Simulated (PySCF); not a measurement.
Low-lying terms of Mg²⁺ (magnesium, charge +2)

Ground state [Ne], ¹S. Computed with PySCF 2.14 in def2-TZVP (5s4p3d, 32 functions), with the non-relativistic Hamiltonian (point nucleus). Vertical excitation energies in eV without spin-orbit coupling; excited terms of each kind are numbered among those the solver found. Frozen: 1s2.

```json
{"term": "1 3P°", "leading excitation": "2p → s", "EOM-EE-CCSD": "52.948"}
{"term": "1 1P°", "leading excitation": "2p → s", "EOM-EE-CCSD": "53.420"}
{"term": "1 3S", "leading excitation": "2p → p", "EOM-EE-CCSD": "57.348"}
{"term": "1 3D", "leading excitation": "2p → p", "EOM-EE-CCSD": "58.281"}
{"term": "1 1D", "leading excitation": "2p → p", "EOM-EE-CCSD": "58.644"}
{"term": "1 1P", "leading excitation": "2p → p", "EOM-EE-CCSD": "58.770"}
{"term": "1 3P", "leading excitation": "2p → p", "EOM-EE-CCSD": "58.776"}
{"term": "1 1S", "leading excitation": "2p → p", "EOM-EE-CCSD": "60.935"}
{"term": "1 3F°", "leading excitation": "2p → d", "EOM-EE-CCSD": "65.728"}
{"term": "1 1F°", "leading excitation": "2p → d", "EOM-EE-CCSD": "65.771"}
{"term": "1 1D°", "leading excitation": "2p → d", "EOM-EE-CCSD": "65.939"}
{"term": "2 1P°", "leading excitation": "2p → d", "EOM-EE-CCSD": "65.945"}
{"term": "1 3D°", "leading excitation": "2p → d", "EOM-EE-CCSD": "65.948"}
{"term": "2 3S", "leading excitation": "2p → p", "EOM-EE-CCSD": "68.898"}
{"term": "2 1D", "leading excitation": "2p → p", "EOM-EE-CCSD": "69.419"}
```

The solver can miss terms. Rydberg members are limited by the diffuse functions of the basis.
